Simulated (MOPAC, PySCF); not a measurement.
BBrI2, SMILES `BrB(I)I`, neutral singlet in the gas phase. 

Cartesian coordinates (Å):
SMILES: BrB(I)I
```xyz
4

Br    -0.0892     1.9591     0.0006
B     -0.0024     0.0526     0.0001
I      1.8862    -0.9220    -0.0127
I     -1.7946    -1.0897     0.0120
```
Charge 0, multiplicity 1.

All levels are single points at this geometry (PBE-D3(BJ)/def2-TZVP); Pople sets use spherical d functions. Orbital energies aren't observables, and empty levels follow the basis.

```tsv
level	HOMO (eV)	LUMO (eV)	gap (eV)	dipole (D)	vertical IE, Delta-SCF (eV)
PBE-D3(BJ)/def2-TZVP in PySCF	-6.42	-3.17	3.25	0.15	–
B3LYP/LANL2DZ in PySCF	-7.42	-2.57	4.85	0.21	–
M06-2X/6-31G* (LANL2DZ on I) in PySCF	-8.55	-1.69	6.87	0.13	–
PBE/6-31G* (LANL2DZ on I) in PySCF	-6.48	-3.11	3.37	0.03	9.17
AM1 in MOPAC	-10.89	-2.12	8.76	0.10	–
PM7 in MOPAC	-9.62	-3.00	6.62	0.06	–
```
